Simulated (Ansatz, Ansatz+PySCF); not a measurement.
```xyz
2

O     0.0000    0.0000    0.0000
F     0.0000    0.0000    1.3540
```

Basis set: def2-SVP (spherical functions). Frozen core: 2 orbitals. Correlation on ROHF uses semicanonical orbitals with singles. Charge 0, multiplicity 2.

Computed with Ansatz (development build ahead of 0.2.0); each method stands on the lowest determinant of its kind that the runs found.

The atomization energy at this shape (free ground-state atoms in the same class of orbitals less the molecule, no zero-point energy) of doublet OF:

```csv
method,atomization energy
ROHF-CCSD(T),1.77 eV
ROHF-MP2,1.86 eV
UHF-MP2,1.82 eV
UHF,-0.77 eV
```

(1) What does ROHF give?

## Answers

(1) -0.68 eV.
